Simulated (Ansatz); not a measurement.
Diborane 1,1-di F (B2H4F2), relaxed as a singlet with RKS PBE-D4/def2-TZVP in Ansatz, starting from the GFN2-xTB geometry. Force threshold 0.02 eV/Å.

Start:

Cartesian coordinates in Å:
```
B -0.677 -0.534 0.222
F -1.908 -0.077 0.429
F -0.534 -1.846 0.370
H -0.150 -0.083 -0.979
B 0.701 0.553 -0.230
H 1.768 0.106 -0.403
H 0.529 1.703 -0.348
H 0.270 0.179 0.939
```

Q: Estimate the energy that the relaxation releases and the steps that it takes.

A: 1.8 kcal/mol, in 5 steps; 2.9 s on 4 threads of Arm Neoverse V2 on a shared host. No frequencies were taken in this run, so the end may be a saddle point.

Q: Does the start keep its bonding and symmetry?

A: By distances, no bond broke or formed. The bond that changes most is B1–B5, from 1.81 to 1.77 Å (atoms count from 1). Point group C2v at the start, C2v at the end, both within 0.05 Å.

Q: Predict the relaxed structure.

A: 
```xyz
8

B    -0.6673   -0.5257    0.2183
F    -1.8935   -0.0250    0.4188
F    -0.4799   -1.8448    0.3572
H    -0.1386   -0.0735   -1.0040
B     0.6800    0.5357   -0.2224
H     1.7519    0.0354   -0.3893
H     0.4564    1.7039   -0.3329
H     0.2911    0.1940    0.9542
```
Bond lengths: 2 × B–F 1.34 Å; 1 × B–B 1.77 Å; 4 × B–H 1.19 to 1.29 Å.
